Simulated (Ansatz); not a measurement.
Basis sets compared for the cluster Ag₉S₅. Total charge 0; doublet. Geometry PBE-D4/def2-SVP. Ansatz on 2 threads of AMD EPYC 7R13 on a shared host and a share (18 GiB) of an NVIDIA H100 80GB HBM3; times are rough, and most runs start from earlier orbitals.

```xyz
14

Ag   -1.617   -0.882    0.352
Ag    2.170    0.985    1.686
Ag    0.990   -0.392   -1.338
Ag   -2.506    1.241   -1.353
Ag    0.958   -1.782    1.283
Ag    3.406   -0.656   -0.085
Ag   -1.456   -1.277   -2.497
Ag   -0.027    1.929    0.066
Ag   -0.566    0.483    2.613
S    -2.258    1.505    1.079
S     2.325    1.641   -0.754
S    -0.128   -2.576   -0.863
S    -2.761    0.400   -3.563
S     1.472   -0.618    3.373
```

In the def2 sets Ag takes a core potential; there is no spin–orbit coupling. Single mean-field runs in def2-TZVP are fitted with def2-universal-jkfit. The structure comes from a short search, and lower isomers may exist.

Binding counts from free atoms (Ag doublet, S triplet) in the same basis, without a counterpoise term.

```csv
level,functions,energy (Eh),HOMO (eV),LUMO (eV),binding per atom (eV),wall time
PBE-D4/def2-SVP,369,-3312.8510,-5.83,-5.41,2.60,8 s
PBE0-D4/def2-SVP,369,-3312.8235,-6.74,-4.60,2.45,8.5 s
```

Question: Estimate the rows for PBE-D4/def2-TZVP (with forces), PBE0-D4/def2-TZVP.

Answer: 
```json
{"level": "PBE-D4/def2-TZVP (with forces)", "functions": "545", "energy (Eh)": "-3313.8779", "HOMO (eV)": "-5.77", "LUMO (eV)": "-5.34", "binding per atom (eV)": "2.60", "wall time": "8.1 s"}
{"level": "PBE0-D4/def2-TZVP", "functions": "545", "energy (Eh)": "-3313.8262", "HOMO (eV)": "-6.66", "LUMO (eV)": "-4.48", "binding per atom (eV)": "2.45", "wall time": "9 s"}
```
